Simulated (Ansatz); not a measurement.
Stepwise reaction of `[Cl][SnH2][Br]` with hydrogen fluoride, as a gas-phase model of exchange steps in deposition or etching. ΔE in kJ/mol; ΔG adds harmonic PBE0-D4 terms to CCSD(T)/CBS, at 1 bar.

Computed with Ansatz on PBE0-D4/def2-TZVP structures; ΔE is electronic, products minus reactants. CCSD(T)/CBS adds triple-zeta CCSD(T) − MP2 to the extrapolated MP2 energy (def2 sets, frozen cores). This one scheme is used for every species. DFT in def2-TZVPP. B3LYP here is the variant with VWN-RPA as its local correlation; programs differ in this. def2 core potentials past Kr. For Br, Sn outer-core shells are correlated without core-valence functions, which leaves a few kJ/mol of doubt a bond. Scalar relativity is left out up to krypton.

```csv
step,reaction,PBE-D4,B3LYP-D4,ωB97M-V,CCSD(T)/CBS,ΔG(600 K)
1,`[Cl][SnH2][Br]` + H–F → `[F][SnH]([Cl])[Br]` + H₂,-35.8,-36.6,-32.4,-31.7,-29.6
2,`[F][SnH]([Cl])[Br]` + H–F → `[F][Sn]([F])([Cl])[Br]` + H₂,-21.5,-22.0,-18.7,-18.7,-16.1
```

Task: By hand: ΔE of the 2 steps together at CCSD(T)/CBS.

Result: (-31.7) + (-18.7) = -50.4 kJ/mol, or -25.2 kJ/mol a step.

In ΔE each step is higher than the one before. All are downhill at CCSD(T)/CBS. ΔG lies between -29.6 and -16.1 kJ/mol a step. PBE-D4 differs from CCSD(T)/CBS by -4.1 to -2.8 kJ/mol a step. Isolated molecules leave out the surface, adducts and barriers. Largest T1 diagnostic: 0.012.
